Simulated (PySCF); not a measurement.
H₂Pb₂, SMILES [PbH]#[PbH]. Geometry optimised at PBE-D3(BJ)/def2-TZVP. The def2 effective core potentials stand for the cores of Pb; spin–orbit coupling is left out.

Give the equilibrium geometry at PBE-D3(BJ)/def2-TZVP (PySCF confirms it by a frequency run) as bond lengths and angles, and its point group. (An estimate is asked for; the answer gives what the named calculation found.)

point group C2v.
Atoms: Pb1 Pb2 H3 H4. Bonds (Å): Pb1–Pb2 2.919, Pb1–H3 2.061, Pb1–H4 2.061, Pb2–H3 2.061, Pb2–H4 2.061. Bond angles (°): Pb2–Pb1–H3 44.9, Pb2–Pb1–H4 44.9, H3–Pb1–H4 71.0, Pb1–Pb2–H3 44.9, Pb1–Pb2–H4 44.9, H3–Pb2–H4 71.0, Pb1–H3–Pb2 90.2, Pb1–H4–Pb2 90.2.
Charge 0, spin multiplicity 1.
